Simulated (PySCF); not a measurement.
# C₆ coefficients of unlike pairs at UHF

Calculated with PySCF 2.14 from the dipole response of each species, C₆(A,B) = (3/π) ∫ α_A(iu) α_B(iu) du, in atomic units, from isotropic polarisabilities. For ions this is the dispersion term alone; charge-induced terms of lower order in 1/R come first.

```tsv
species	configuration	basis	relativity	α (bohr³)	C₆ (like pair)
Ar³⁺	[Ne] 3s2 3p3 (4S)	aug-cc-pCVTZ-DK (8s7p5d3f)	spin-free X2C	3.673	9.989
Mg	[Ne] 3s2 (1S)	x2c-TZVPPall with one added diffuse shell each of s, p, d type (6s5p4d)	spin-free X2C	80.60	753.9
F³⁺	[He] 2s2 2p2 (3P)	aug-cc-pV5Z (7s6p5d4f3g2h)	none	0.9810	0.8717
Xe²⁺	[Kr] 4d10 5s2 5p4 (3P)	aug-cc-pwCVTZ-DK3 (10s9p7d4f1g)	spin-free X2C	12.80	92.56
```

**Question.** Estimate C₆ for F³⁺ with Ar³⁺.

**Answer.** The integral gives 2.905. The combination rule 2 C_A C_B / (C_A α_B/α_A + C_B α_A/α_B) gives 2.936 and the geometric mean 2.951.

No spin-orbit coupling is included.

The other pairs:

```
      pair     C₆
  Mg, Ar³⁺  60.10
  Xe²⁺, Mg  199.9
   F³⁺, Mg  16.30
Xe²⁺, Ar³⁺  30.19
 Xe²⁺, F³⁺  8.688
```
